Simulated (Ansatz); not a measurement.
Level of theory: frozen-core CCSD(T)/def2-TZVPP // B3LYP-D3(BJ)/def2-TZVP (Ansatz, a program for electronic structure).

Ansatz 0.2 input:
```yaml
crystal:
  periodic: [false, false, false]
  atoms:
    - { symbol: Si, position_ang: [-1.383695, 0.085833, 0.032999] }
    - { symbol: Si, position_ang: [1.383695, -0.085833, -0.032999] }
    - { symbol: H, position_ang: [-1.488475, 1.375018, 0.733315] }
    - { symbol: H, position_ang: [-1.621191, 0.062901, -1.418376] }
    - { symbol: H, position_ang: [-1.643127, -1.143096, 0.798408] }
    - { symbol: H, position_ang: [1.621189, -0.0629, 1.418376] }
    - { symbol: H, position_ang: [1.643126, 1.143095, -0.798409] }
    - { symbol: H, position_ang: [1.488476, -1.375019, -0.733314] }
basis:
  gaussian: { orbitals: def2-TZVPP }
correlation:
  method: ccsd_t
total_charge: 1
magnetization:
  spin_polarized: true
  initial_magnetization: 1
```

Output:

```
Functional definition: HF
934 factors; integrals over basis functions are off by at most 9.1e-4 eV
mean field evaluation 1: about -15809.8474 eV, gradient 1.0e1 eV
mean field evaluation 2: about -15809.8501 eV, gradient 1.0e1 eV
mean field evaluation 4: about -15811.1907 eV, gradient 7.1e-1 eV
mean field evaluation 8: about -15811.2010 eV, gradient 1.7e-3 eV
mean field evaluation 16: about -15811.2010 eV, gradient 6.2e-6 eV
mean field -15811.20098033 eV, -581.0509188102 hartree, gradient 6.2e-6 eV, S^2 0.755769; 0 other end points of the search recorded, 0 dependent functions left out
10 core orbitals not correlated
reference -15811.20098033 eV, -581.0509188102 hartree; 7, 6 occupied and 151, 152 virtual orbitals, 934 factors
second order -6.24117838 eV of doubles, -0.00000000 eV of singles
cycle   1  -7.21167934 eV  change   -9.7e-1 eV  update   7.4e-2
cycle   2  -7.59157825 eV  change   -3.8e-1 eV  update   2.7e-2
cycle   3  -7.60388661 eV  change   -1.2e-2 eV  update   7.3e-3
cycle   4  -7.60185337 eV  change    2.0e-3 eV  update   2.7e-3
cycle   5  -7.60114726 eV  change    7.1e-4 eV  update   1.1e-3
cycle   6  -7.60123731 eV  change   -9.0e-5 eV  update   3.0e-4
cycle   7  -7.60136475 eV  change   -1.3e-4 eV  update   1.1e-4
cycle   8  -7.60140240 eV  change   -3.8e-5 eV  update   3.3e-5
cycle   9  -7.60139709 eV  change    5.3e-6 eV  update   9.0e-6
perturbative correction -0.19041893 eV, -0.0069977666 hartree
Total energy: -15818.99279635 eV, -581.3372627675 hartree
```

Cost: about 30 core-seconds (a rough figure).
